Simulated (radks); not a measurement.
Values are calculated unless marked as measured or tabulated.
Spin polarisation of the 4p1 shell in Ga. Start: [Ar] 3d10 4s2 4p(up 0.5, down 0.5); electrons of 4p are moved from spin down to spin up, other shells keep equal spins. Level of theory: non-relativistic Kohn-Sham, LDA (Slater exchange, Perdew-Wang correlation), spin-polarised, spherical densities, point nucleus (a radial shooting solver on a logarithmic mesh with Libxc functionals).

| moment (Bohr magnetons) | E - E(0) (eV) | e(4p up) (eV) | e(4p down) (eV) | 4s down minus up (eV) | 3d down minus up (eV) |
|---|---|---|---|---|---|
| 0 | 0.000 | -2.767 | -2.767 | 0.000 | 0.000 |
| 0.25 | -0.009 | -2.834 | -2.691 | 0.143 | 0.017 |
| 0.5 | -0.036 | -2.894 | -2.607 | 0.287 | 0.033 |
| 0.75 | -0.081 | -2.947 | -2.514 | 0.432 | 0.050 |
| 1 | -0.144 | -2.993 | -2.411 | 0.578 | 0.066 |

At moment 1 the spin-polarisation energy is -0.144 eV and the 4p exchange splitting 0.581 eV, that is 0.581 eV per Bohr magneton; E = -I m^2/4 would give I = 0.576 eV.
